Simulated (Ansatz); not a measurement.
Hf2P2, relaxed as a triplet with UKS PBE-D4/def2-SVP in Ansatz, starting from the PBE-D4/def2-SVP geometry of the neutral singlet. Force threshold 0.02 eV/Å.

In the def2 sets Hf takes a core potential; there is no spin–orbit coupling. At PBE-D4/def2-SVP a singlet of charge 0 lies 0.22 eV below the triplet, each at its own geometry. That singlet is doubtful there (restricted singlet, unstable towards broken spin symmetry at other levels and untested here). The structure comes from a short search, and lower isomers may exist.

Start:

Cartesian coordinates in Å:
```
Hf -1.0406 0.9265 0.3347
Hf 1.1178 -0.7111 0.5461
P 1.0323 1.2487 -0.8660
P -1.1094 -1.4641 -0.0148
```

**Question.** Estimate the energy that the relaxation releases and the steps that it takes.

**Answer.** 0.03 eV, in 4 steps; 22 s on 4 threads of Arm Neoverse N1 on a shared host. No frequencies were taken in this run, so the end may be a saddle point.

**Question.** Does the start keep its bonding and symmetry?

**Answer.** By distances, no bond broke or formed. The bond that changes most is Hf2–P4, from 2.42 to 2.44 Å (atoms count from 1). Point group C2v at the start, C2v at the end, both within 0.05 Å.

**Question.** Predict the relaxed structure.

**Answer.** 
Cartesian coordinates in Å:
```
Hf -1.0326 0.9104 0.3032
Hf 1.1041 -0.7108 0.5125
P 1.0760 1.3084 -0.8497
P -1.1475 -1.5080 0.0339
```
Bond lengths (bridged metal pairs left out): 4 × Hf–P 2.44 Å.
